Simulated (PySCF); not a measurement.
Species: C6H11O2 (doublet state).
Cartesian coordinates in Å at the GFN2-xTB level; atoms count from 1:
```xyz
19
C6H11O2 angstrom
C     -1.0526    1.1142   -0.2851
C     -1.9801    0.0330    0.0853
C     -1.3570   -1.3366   -0.2378
C     -0.0250   -1.4522    0.4980
C      0.9290   -0.3797    0.0131
O      1.3353   -0.2738   -1.1206
O      1.4329    0.3248    1.0484
C      2.4075    1.3024    0.7240
H     -0.7784    1.8735    0.4216
H     -0.8093    1.2708   -1.3190
H     -2.2207    0.0803    1.1488
H     -2.9148    0.1189   -0.4839
H     -2.0309   -2.1412    0.0600
H     -1.1742   -1.4086   -1.3107
H      0.4343   -2.4205    0.2899
H     -0.1603   -1.3426    1.5738
H      1.9325    2.1689    0.2578
H      2.8804    1.5893    1.6599
H      3.1417    0.8885    0.0297
```

The hyperfine couplings belong to this conformer and change with its torsions.

As a line formula: `[CH2]CCCC(=O)OC` [radical].

Level of theory: UKS B3LYP, pcH-1 on C H O, non-relativistic, mean-field spin-orbit, GIAO in PySCF 2.14.0. Geometry: GFN2-xTB, one conformer, isolated molecule. A GFN2-xTB geometry isn't a minimum of the functional, and hyperfine couplings can be far from their values at a DFT geometry. Stability of the SCF solution: not tested.

(1) The isotropic 13C couplings are +104.6, +56.6, -30.7, -6.1, +4.3 MHz. Assign them to C1; C2; C3; C4; C5.

(2) The isotropic 17O couplings are -9.7, -6.8 MHz. Assign them to O6; O7.

Results:

(1) 
```tsv
site	a_iso (MHz)	ρ(0) (bohr⁻³)	position	distance from C1 (Å)	spin population	largest |T| (MHz)
C1	+104.6	+0.0930	largest spin population	0.00	+1.01	156.6
C2	-30.7	-0.0273	1 bond from C1	1.47	-0.08	2.8
C3	+56.6	+0.0503	2 bonds from C1	2.47	+0.04	8.9
C4	+4.3	+0.0038	3 bonds from C1	2.87	0.00	1.9
C5	-6.1	-0.0054	4 bonds from C1	2.50	-0.01	1.8
```

(2) 
```
site  a_iso (MHz)  ρ(0) (bohr⁻³)         position  distance from C1 (Å)  spin population  largest |T| (MHz)
  O6         -9.7        +0.0160  5 bonds from C1                  2.89            +0.06               22.4
  O7         -6.8        +0.0112  5 bonds from C1                  2.93            +0.01                7.6
```

ρ(0) is the spin density at the nucleus and T the dipolar tensor; entries for several nuclei are means. The largest Mulliken spin populations are on C1 (+1.01), C2 (-0.08) and O6 (+0.06). No atom but C1 exceeds +0.15. The positive populations add up to 1.18 and the negative ones to -0.18, together 2S = 1. The angles at C1 add up to 358.7°, so it is planar; its axial dipolar tensor and the negative couplings of its protons fit spin in a p orbital normal to that plane.

Examples of negative spin density at the nucleus (bohr⁻³): C2 (-0.0273), H9/H10 (-0.0133) and C5 (-0.0054).

Nuclei that the bonding pattern makes equivalent are averaged, as if the motion that swaps them (rotation, inversion, ring flip) were fast. The 1H value of +58.2 MHz is a mean of couplings from 2.8 to 113.6 MHz in this one geometry, not an average over conformers.
